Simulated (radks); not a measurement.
Excited configurations of Ce5+: one electron is placed in a higher orbital outside [Kr] 4d10 5s2 5p4. The ground configuration is [Kr] 4d10 5s2 5p5. All-electron calculation, scalar-relativistic Kohn-Sham, r2SCAN, spin-unpolarised, spherical densities, finite nucleus; meta-GGA in the generalised Kohn-Sham scheme; Fermi nuclear charge, rms radius 4.8771 fm. Program: a radial shooting solver on a logarithmic mesh with Libxc functionals. Excitation = E - E(ground); binding = E(ion) - E, where the ion is the core of charge +6; n* = 6/sqrt(2 binding) in atomic units, and the quantum defect is n - n*.

outer orbital  excitation (eV)  binding (eV)     n*  eigenvalue (eV)  <r> (bohr)
4f                      13.725        66.793  2.708          -56.547      0.9847
5d                      27.424        53.094  3.037          -47.697       1.970
6f                      61.316        19.202  5.051          -17.468       5.356
7s                      54.925        25.593  4.375          -23.778       4.848
7d                      62.407        18.111  5.200          -16.767       6.360

The Delta-SCF ionisation energy is 80.518 eV (NIST Atomic Spectra Database: 78 eV, semi-empirical). Self-interaction in the functional shifts the binding energies and quantum defects, so they are the method's values and not measured ones. Spin polarisation and multiplet splitting are left out, so open shells lie too high by an amount that depends on their filling. Spin-orbit splitting is averaged out at the scalar-relativistic level.

Beside tabulated values, note that spin-unpolarised runs miss the spin-polarisation part of the exchange energy of open shells.
